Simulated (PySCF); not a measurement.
Job file and geometry (Å, from GFN2-xTB) of an NMR shielding run on SMILES C#[C][AlH][O]CCC, C5H9AlO, GIAO PBE0/pcSseg-1 NMR shielding, non-relativistic, gas phase in PySCF; density fitting, a coarse starting grid and PySCF grid level 2 are the driver's defaults:

```
$ OMP_NUM_THREADS=1 python probes_run.py task.json out

{"job": {"kind": "nmr", "xc": "PBE0", "basis": "pcSseg-1"}, "charge": 0, "multiplicity": 1}
C      4.416644    -0.953718     1.402897
C      3.415237    -0.408746     0.995489
Al     1.800307     0.485272     0.379791
O      0.473808    -0.332248    -0.142494
C     -0.754013    -0.873370    -0.527444
C     -1.850926     0.193142    -0.547594
C     -2.087642     0.784516     0.835881
H      5.290923    -1.428896     1.755046
H      1.703186     2.006750     0.342361
H     -1.026122    -1.670690     0.175122
H     -0.649770    -1.313085    -1.527432
H     -1.546604     0.985022    -1.235116
H     -2.767907    -0.263018    -0.924977
H     -2.415476     0.013902     1.530624
H     -1.163304     1.221930     1.215000
H     -2.845940     1.562179     0.796401
```

Problem. Write the output of this run.

Solution. 
```
coarse grid: 13720 points
cycle   1  E = -512.9074383453  dE =  6.045e-01  |g| = 8.277e-01  |ddm| = 3.570e+00
cycle   2  E = -512.6543432065  dE =  2.531e-01  |g| = 1.395e+00  |ddm| = 1.692e+00
cycle   3  E = -513.0392214843  dE = -3.849e-01  |g| = 1.902e-01  |ddm| = 1.163e+00
cycle   4  E = -513.0469197257  dE = -7.698e-03  |g| = 5.206e-02  |ddm| = 1.841e-01
cycle   5  E = -513.0474368947  dE = -5.172e-04  |g| = 2.819e-02  |ddm| = 5.792e-02
cycle   6  E = -513.0476205215  dE = -1.836e-04  |g| = 8.996e-03  |ddm| = 2.217e-02
cycle   7  E = -513.0476404053  dE = -1.988e-05  |g| = 1.415e-03  |ddm| = 6.435e-03
cycle   8  E = -513.0476408851  dE = -4.798e-07  |g| = 3.695e-04  |ddm| = 1.410e-03
final grid: 127488 points
cycle   9  E = -513.1022171905  dE = -2.854e-05  |g| = 1.062e-02  |ddm| = 2.741e-02
cycle  10  E = -513.1021956461  dE =  2.154e-05  |g| = 1.530e-02  |ddm| = 1.666e-02
cycle  11  E = -513.1022399070  dE = -4.426e-05  |g| = 1.705e-03  |ddm| = 9.839e-03
cycle  12  E = -513.1022405268  dE = -6.198e-07  |g| = 1.980e-04  |ddm| = 1.408e-03
cycle  13  E = -513.1022405325  dE = -5.659e-09  |g| = 1.100e-04  |ddm| = 2.200e-04
cycle  14  E = -513.1022405346  dE = -2.139e-09  |g| = 5.930e-05  |ddm| = 1.043e-04
cycle  15  E = -513.1022405355  dE = -9.095e-10  |g| = 9.539e-06  |ddm| = 4.437e-05
converged SCF energy = -513.1022405355

GIAO shielding tensors (ppm)
atom      isotropic    diamagn.    paramagn.     s11        s22        s33       span
  0 C       85.957     259.957    -174.000     -9.649     -0.037    267.557    277.207
  1 C       90.495     254.361    -163.866     -9.193     -4.011    284.689    293.883
  2 Al     441.995     797.539    -355.545    413.927    421.066    490.991     77.064
  3 O      258.544     401.536    -142.992    187.330    265.022    323.278    135.948
  4 C      115.146     240.915    -125.769     89.305    105.493    150.640     61.335
  5 C      155.848     248.688     -92.840    145.313    152.982    169.250     23.936
  6 C      173.912     247.446     -73.534    159.130    175.462    187.145     28.015
  7 H       30.161      32.448      -2.287     24.773     24.794     40.915     16.142
  8 H       27.660      29.734      -2.074     23.179     26.669     33.133      9.954
  9 H       27.584      29.827      -2.242     22.622     27.354     32.777     10.155
 10 H       27.118      28.989      -1.871     21.720     27.423     32.211     10.492
 11 H       29.975      31.151      -1.176     26.464     28.335     35.126      8.662
 12 H       30.368      29.460       0.908     25.691     28.665     36.749     11.057
 13 H       31.052      29.625       1.427     27.445     28.270     37.440      9.996
 14 H       30.180      31.537      -1.357     24.952     30.564     35.023     10.071
 15 H       30.540      28.149       2.391     26.152     27.834     37.633     11.481
```

Size and cost of the density-fitted run: 171 basis functions, 56 s wall time on 1 thread of an Arm Neoverse N1, shared host; peak memory 0.77 GiB.
